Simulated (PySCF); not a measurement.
BaO, SMILES [Ba]=[O].

The structure is a stationary point at r2SCAN-D4/def2-TZVPD. The def2 effective core potentials stand for the cores of Ba; spin–orbit coupling is left out.

Two levels are set side by side: TDA-PBE/def2-TZVPD (PySCF) and TDA-B3LYP/def2-TZVPD (PySCF). Vertical, same geometry. The lowest singlet is HOMO→LUMO 100 % with PBE and HOMO→LUMO 99 % with the other functional; states are paired by order. Differences are taken from unrounded values.

```tsv
quantity	TDA-B3LYP	TDA-PBE	TDA-PBE minus TDA-B3LYP
lowest singlet excitation (eV)	2.10	1.82	-0.28
lowest triplet excitation (TDA) (eV)	2.00	1.65	-0.36
```

A lower first singlet is the usual sign of a functional without exact exchange. Differences between two approximate levels are no errors against the true value.

Rough cost on one machine, each run with all the roots and properties that it gave: TDA-B3LYP against TDA-PBE within a factor of 2.
